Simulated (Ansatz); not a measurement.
Several settings on one geometry of BiH₃ (that of the charge 0 singlet, PBE-D4/def2-TZVP). Ansatz on 4 threads of Arm Neoverse V1 on a shared host; times are rough.

```
atom   x (Å)   y (Å)   z (Å)
 Bi1  -0.005   0.006   0.784
  H2   1.474  -0.030  -0.251
  H3  -0.710   1.287  -0.276
  H4  -0.758  -1.263  -0.258
```

Totals from different functionals, basis sets or treatments of relativity can't be compared as stabilities.

In the def2 sets Bi takes a core potential; there is no spin–orbit coupling. Correlated methods freeze 4 core orbitals; core or outer-core shells of Bi are correlated, in sets that lack core-valence functions.

Problem. Give the basis size and estimate the energy, ⟨S²⟩ and time of these runs.

| run | method | charge | state | further keys |
| --- | --- | --- | --- | --- |
| 1 | RKS B2GP-PLYP/def2-mTZVPP | 0 | singlet | scf: {lower_state_search: light} |
| 2 | RKS PBE0-D4/def2-TZVP | 0 | singlet | scf: {omitted_lower_state_checks: [starts]}; forces asked |
| 3 | RKS CAM-B3LYP-D3(BJ)/def2-TZVP | 0 | singlet | nuclear_model: gaussian |

Solution. 
```
run  functions  energy (Eh)  ⟨S²⟩  wall time
  1         51    -215.9788     –      0.5 s
  2         68    -216.4008     –      0.4 s
  3         68    -216.3748     –     0.45 s
```
